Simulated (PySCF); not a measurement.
# Radial density of B²⁺ (boron, charge +2)

UHF, [He] 2s1, 2S determinant. Computed with PySCF 2.14 in cc-pVDZ-DK, with the spin-free X2C one-electron Hamiltonian (Gaussian nucleus).

| r (bohr) | 4πr²ρ (e/bohr) | 4πr²(ρα − ρβ) |
| --- | --- | --- |
| 0.00670 | 0.03802 | 0.0009 |
| 0.0113 | 0.1029 | 0.0024 |
| 0.0190 | 0.2670 | 0.0063 |
| 0.0319 | 0.6628 | 0.0157 |
| 0.0536 | 1.508 | 0.0359 |
| 0.0902 | 2.979 | 0.0709 |
| 0.152 | 4.628 | 0.1051 |
| 0.255 | 4.866 | 0.0840 |
| 0.429 | 2.697 | 0.0030 |
| 0.722 | 0.7079 | 0.1679 |
| 1.21 | 0.6602 | 0.6408 |
| 2.04 | 0.4250 | 0.4249 |
| 3.44 | 0.03112 | 0.0311 |
| 5.78 | 0.0003749 | 0.0004 |

Densities and radii are taken from the X2C orbitals without a picture-change correction, which distorts them close to the nucleus.
